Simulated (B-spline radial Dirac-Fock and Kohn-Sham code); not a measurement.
Auger parameter of thallium: the M5 level and its strongest M5-NN line

The computed values come from an atomic code on a B-spline grid: ΔSCF Dirac-Fock with Breit, self-energy and vacuum polarisation, finite nucleus, configuration average. The modified Auger parameter α′ is the binding energy plus the kinetic energy of the Auger electron; it does not depend on the energy zero. For free ions it tends to fall with charge, since less charge screens the final holes.

| species | configuration | binding 3d5/2 (eV) | Auger line | kinetic (eV) | α′ (eV) |
| --- | --- | --- | --- | --- | --- |
| Tl | [Xe] 4f14 5d10 6s2 6p1 | 2396.4 | N6N7 J=6 | 2112.6 | 4509.0 |
| Tl | [Xe] 4f14 5d10 6s1 6p2 | 2398.3 | N6N7 J=6 | 2110.8 | 4509.1 |
| Tl⁺ | [Xe] 4f14 5d10 6s2 | 2404.6 | N6N7 J=6 | 2103.0 | 4507.5 |
| Tl²⁺ | [Xe] 4f14 5d10 6s1 | 2415.6 | N6N7 J=6 | 2090.8 | 4506.4 |
| Tl³⁺ | [Xe] 4f14 5d10 | 2427.6 | N6N7 J=6 | 2077.9 | 4505.5 |
| Tl³⁺ (Watson 1.6 Å) | [Xe] 4f14 5d10 | 2400.7 | N6N7 J=6 | 2104.9 | 4505.6 |
| Tl⁶⁺ | [Xe] 4f14 5d7 | 2485.4 | N6N7 J=6 | 2018.4 | 4503.8 |
| Tl⁷⁺ | [Xe] 4f14 5d6 | 2506.7 | N6N7 J=6 | 1997.0 | 4503.7 |
